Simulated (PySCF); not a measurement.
This PySCF input asks for the NMR shieldings of SMILES FB(C1=C[C@@H]1C#C)F, C$_{5}$H$_{3}$BF$_{2}$; the geometry comes from GFN2-xTB.

```python
import basis_set_exchange as bse
import numpy as np
from pyscf import gto, dft
from pyscf.prop import nmr

atoms = """
C    -0.194433    2.322339   -1.406198
C    -0.531676    1.356503   -0.782176
C    -0.929238    0.195926   -0.045934
C    -0.649810   -1.164571   -0.592025
C     0.120397   -0.817227    0.413165
B     1.249703   -1.094347    1.392268
F     1.821321   -0.157394    2.121911
F     1.725839   -2.310293    1.593329
H     0.095551    3.178412   -1.938308
H    -1.804717    0.347143    0.579981
H    -0.897513   -1.853819   -1.361976
"""
names = dict.fromkeys(["C", "B", "F", "H"], "pcSseg-1")
basis = {el: gto.basis.parse(bse.get_basis(n, elements=[el], fmt="nwchem")) for el, n in names.items()}
mol = gto.M(atom=atoms, basis=basis, charge=0, verbose=0)
mf = dft.RKS(mol, xc="PBE0")
mf.grids.level = 2
mf.grids.alignment = dft.numint.BLKSIZE   # the property module wants whole blocks of grid points
mf.conv_tol = 1e-9
mf.kernel()

calc = nmr.RKS(mf)   # GIAO
C = mf.mo_coeff
Co = C[:, mf.mo_occ > 0]
resp = mf.gen_response(singlet=True, hermi=2)
def vind(x):   # induced exchange potential for any number of trial vectors
    d = np.einsum("pi,xij,qj->xpq", C, 2 * x.reshape(-1, C.shape[1], Co.shape[1]), Co, optimize=True)
    return np.einsum("xpq,pi,qj->xij", resp(d - d.transpose(0, 2, 1)), C, Co, optimize=True).ravel()
mo1, _ = nmr.rhf.solve_mo1(calc, with_cphf=vind)
sigma = calc.kernel(mo1)
for i, s in enumerate(sigma):   # ppm
    print("%2d %-2s %9.2f" % (i, mol.atom_pure_symbol(i), np.trace(s) / 3))
```

Task: Give the expected output.

Result: 
```
 0 C     117.99
 1 C      93.88
 2 C     178.56
 3 C      34.13
 4 C      67.30
 5 B      78.73
 6 F     250.85
 7 F     241.80
 8 H      30.64
 9 H      29.38
10 H      23.08
```

These numbers come from an equivalent density-fitted implementation of the same equations, which agrees with the script to about 0.01 ppm for H and up to a few tenths of a ppm for heavy atoms, so last digits may differ.

Size and cost of the density-fitted run: 151 basis functions, 30 s wall time on 1 thread of an Arm Neoverse N1, shared host; peak memory 0.7 GiB.
